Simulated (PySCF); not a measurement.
NMR data simulated for an unnamed compound:

1H NMR (400 MHz, computed): δ 5.83 (s, 8H).

13C{1H} NMR (computed): δ 142.9 (CH).

Method: J: B3LYP/pcJ-1 (without the spin–dipole term), geometry: PBE0-D3(BJ)/def2-SVP, GIAO PBE0/pcSseg-1 shieldings, in PySCF 2.14.0 with density-fitted response routines (a single conformation, non-relativistic Hamiltonian, isolated molecule, one averaged value for each set of equivalent atoms).

References, each an isolated molecule treated in the same way: 1H (31.27 ppm), 13C (184.41 ppm) vs TMS.

Which of these does the molecule contain: a (CH3)2CH unit, a C≡C triple bond, an NH or NH2 group, a non-aromatic C=C double bond?

Results:


- A (CH3)2CH unit: no.
- A C≡C triple bond: no.
- An NH or NH2 group: no.
- A non-aromatic C=C double bond: yes.

The data belong to cyclooctatetraene, C8H8; they needn't prove each group on their own.

Carbon signals by region: 1 in the sp2 and nitrile region (100–160 ppm).

Shifts are as computed. Against solution values, carbons near 30 ppm lie about +2 ppm off and those near 130 ppm about +5 ppm. Of 1211 compounds with measured shifts, 218 miss one by over three times the rms of a fit or turn the order of signals round; such compounds aren't used in these exercises.
